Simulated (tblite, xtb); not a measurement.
HO2, doublet, geometry from GFN2-xTB. Base run: xtb with GFN1-xTB.

Input for xtb:
```
$ xtb mol.xyz --gfn 1 --uhf 1 --json

# file mol.xyz
3

O      0.06734955     0.70545160    -0.04079075
O      0.02832837    -0.59600105    -0.02035813
H     -0.76542330    -0.87560443     0.48919096
```

Programs used: tblite, xtb; a row that names a program was run with it.

Variants of this job, named by their change:

```csv
change,ΔE vs base (kJ/mol),dipole (D),SCF cycles
base,0.00,3.41,8
"program = tblite; method = gfn1; option = (--guess, eeq)",0.00,-,-
"program = tblite; method = gfn1; option = (--etemp, 2000)",-2.74,-,-
"program = tblite; method = gfn1; option = (--alpb, water)",-29.4,-,-
etemp = 1000,-0.13,3.41,8
acc = 30,0.00,3.41,7
etemp = 10000,-81.4,3.33,7
acc = 0.0001,0.00,3.41,10
```

ALPB and GBSA are two models with their own fitted parameters for each solvent, which aren't always the measured dielectric constant.
